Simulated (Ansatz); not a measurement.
`BS[CH2][GeH3]`, relaxed with RKS PBE-D4/def2-SVP in Ansatz 0.2.0 from a rough embedded geometry. The force threshold is 0.03 eV/Å; the program also tests the step.

Charge 0, multiplicity 1.

Start:

```xyz
11

B    -0.574    1.503   -1.310
S     1.081    0.742   -1.177
C     0.838    0.216    0.553
Ge   -0.084   -1.456    0.614
H    -1.543    0.853   -1.716
H    -0.788    2.666   -1.086
H     1.903    0.024    0.982
H     0.412    0.998    1.134
H    -1.564   -1.155    0.086
H     0.566   -2.504   -0.202
H    -0.247   -1.886    2.122
```

Task: How much energy does the relaxation release, and in how many steps? (An estimate is asked.)

Result: Computed: 133.94 kJ/mol, in 28 steps, 3 of them rejected.

Task: Which bonds change most? (Estimate.)

Result: Computed: C3–Ge4 from 1.909 to 1.983 Å; Ge4–H10 from 1.479 to 1.549 Å; B1–S2 from 1.827 to 1.766 Å; C3–H7 from 1.164 to 1.108 Å.

Task: Give the relaxed structure. (An estimate is asked.)

Result: Ansatz gave: 
```xyz
11

B    -0.672    1.549   -1.496
S     0.847    0.673   -1.281
C     0.900    0.195    0.493
Ge   -0.112   -1.475    0.838
H    -0.884    1.941   -2.624
H    -1.427    1.746   -0.566
H     1.966    0.048    0.755
H     0.500    1.021    1.112
H    -1.600   -1.228    0.486
H     0.458   -2.605   -0.054
H     0.025   -1.867    2.335
```
